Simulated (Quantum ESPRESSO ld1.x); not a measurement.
Values are calculated unless marked as measured or tabulated.
Species: neutral boron. Configuration: [He] 2s2 3s1 (not the ground configuration). Level of theory: Dirac Kohn-Sham, BLYP, spin-unpolarised, spherical densities, point nucleus (ld1.x of Quantum ESPRESSO 7.5).

Unscreened Slater integrals over Kohn-Sham orbitals (eV). Large and small components are both included.

integral,value
"F0(3s1/2,3s1/2)",3.7973
"F0(3s1/2,2s1/2)",4.9991
"G0(3s1/2,2s1/2)",0.27151
"F0(3s1/2,1s1/2)",5.4406
"G0(3s1/2,1s1/2)",0.12222
"F0(2s1/2,2s1/2)",13.720
"F0(2s1/2,1s1/2)",19.362
"G0(2s1/2,1s1/2)",1.4359
"F0(1s1/2,1s1/2)",78.091
